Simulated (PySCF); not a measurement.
Electron correlation in W(63+) (tungsten, charge +63)

[Ne] 3s1, 2S determinant. Computed with PySCF 2.14 in an even-tempered Gaussian basis (16 s from 18 bohr⁻², ratio 2.5; 10 p from 23 bohr⁻², ratio 2.5; 4 d from 84 bohr⁻², ratio 2.7; 4 f from 130 bohr⁻², ratio 2.7), with the non-relativistic Hamiltonian (point nucleus). Frozen: 1s2; 9 electrons correlated; the 17 highest virtual orbitals of each spin left out.

```
  level  correlation energy (mhartree)
   CCSD                        -320.96
    (T)                          -0.05
CCSD(T)                        -321.01
```

Diagnostics: T1 = 3.6e-05, D1 = 0.0001, largest double amplitude 0.002.

**Question.** Is a single reference adequate?

**Answer.** Yes, within this model without spin-orbit coupling: T1 lies below 0.03 and no double amplitude reaches 0.07.

At this charge a non-relativistic calculation is a model, useful for the Z dependence of the correlation energy.
